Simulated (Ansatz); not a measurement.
The cluster CaI₂. Total charge 0; quintet. Geometry PBE-D4/def2-TZVP; atoms count from 1.

```xyz
3

Ca    0.2914    0.0903   -0.2416
I    -2.5206    1.1832   -2.2846
I     2.2292   -1.2735    2.5262
```

In the def2 sets I takes a core potential; there is no spin–orbit coupling. At PBE0-D4/def2-TZVP a singlet of charge 0 lies 8.42 eV below the quintet, each at its own geometry. The structure comes from a short search, and lower isomers may exist.

Estimate the Mulliken populations from the PBE0/def2-TZVP orbitals of Ansatz.


```csv
atom,charge (e),spin (α − β)
Ca1,-0.18,1.96
I2,0.09,1.02
I3,0.09,1.02
```
Mulliken values depend strongly on the basis.

Where does the spin sit?

Summed by element: Ca 1.96, I 2.04, of 4 unpaired in all. Largest on single atoms: Ca1 1.96, I2 1.02, I3 1.02.
